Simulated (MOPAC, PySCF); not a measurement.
Species: aminoborane, BNH4, charge 0, multiplicity 1. SMILES: BN
Coordinates optimised at B3LYP-D3(BJ)/def2-TZVP (Ansatz):
```xyz
6

B     -0.7766     0.0323    -0.0041
N      0.6098    -0.0254     0.0032
H     -1.3984    -0.9854    -0.0254
H     -1.3119     1.0982     0.0110
H      1.1972     0.7922     0.0209
H      1.1274    -0.8889    -0.0085
```

Unscaled harmonic wavenumbers (cm⁻¹) in rising order, each level at the stationary point that it reaches from this structure (no distance between atoms moves by over 0.3 Å); the order of modes can differ between levels, and a negative number is imaginary. B3LYP-D3(BJ)/def2-TZVP (PySCF, at the structure above): 630, 751, 857, 1019, 1141, 1158, 1366, 1650, 2578, 2656, 3577, 3664.

AM1 (MOPAC): 674, 751, 791, 1043, 1151, 1199, 1513, 1717, 3189, 3258, 3543, 3577. Zero-point energy 32.0 against 30.1 kcal/mol; where all levels lie over 400 cm⁻¹, the wavenumbers are on average 1.053 times those of B3LYP-D3(BJ)/def2-TZVP.

PM3 (MOPAC): 741, 862, 898, 1000, 1022, 1037, 1328, 1684, 2682, 2695, 3450, 3576. Zero-point energy 30.0 against 30.1 kcal/mol; where all levels lie over 400 cm⁻¹, the wavenumbers are on average 1.011 times those of B3LYP-D3(BJ)/def2-TZVP.
